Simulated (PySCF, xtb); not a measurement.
In(Br)(Me)(OH) (CH4BrInO), SMILES [In]([Br])([OH])[CH3].

GFN2-xTB (xtb) at its own geometry gives an orbital gap of 3.14 eV and a dipole moment of 4.55 D.

Geometry optimised at r2SCAN-D4/def2-SVP. The structure was generated by enumeration; whether it is a known compound was not checked. The def2 effective core potentials stand for the cores of In; spin–orbit coupling is left out. Other conformers were not sampled.

**Question.** What does M06-2X/def2-TZVP run with PySCF give? (An estimate is asked for; the answer gives what the named calculation found.)

**Answer.** gap 8.48 eV (levels -9.25 and -0.77 eV), dipole 2.25 D.
